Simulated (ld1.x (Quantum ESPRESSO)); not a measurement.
# Ranking TM semilocal potentials for Sb (Z = 51)

All share these settings but for the change named:

- Element: Sb
- Generator: ld1.x (Quantum ESPRESSO) 7.5
- Type: norm-conserving Troullier–Martins (semilocal form)
- Functional: PBE
- Relativity: scalar-relativistic
- Frozen core: [Kr]
- Valence charge: 15
- Reference configuration: 4d10 5s2 5p3
- Partial waves: 5p (bound): rc 2.55 bohr; 4d (bound): rc 0.85 bohr; 5s (bound): rc 1.75 bohr
- Local potential: the s channel
- Core correction: Bessel-smoothed model core, default radius (core density twice the valence density)

Test errors are all-electron minus pseudo excitation energies from the reference, over 4d10 5s2 5p2; 4d10 5s2 5p1; 4d10 5s2 5p0; 4d9 5s2 5p4; 4d10 5s1 5p4; 4d10 5s2 5p2.5; 4d9 5s2 5p3. None of these files shows a bound ghost.

The base gives 255.4 meV.

Of 9 variants that were run, those that failed, showed a ghost or another fault, or gave nearly equal values are left out.

In the semilocal form every listed channel keeps its own potential, so the choice of the local channel does not act on these tests. It acts once the file is put into the separable form.

A variant can come out equal or close to the base, since the largest error may sit in a test that the change hardly touches while other tests move.

Problem. Rank these variants by their largest absolute test error, smallest first.
A. wave 5s (bound): rc 1.75 bohr becomes 5s (bound): rc 1.46 bohr
B. wave 5p (bound): rc 2.55 bohr becomes 5p (bound): rc 3.00 bohr
C. local potential the p channel

Solution. A (127.3 meV), B (183.2 meV), C (255.4 meV).
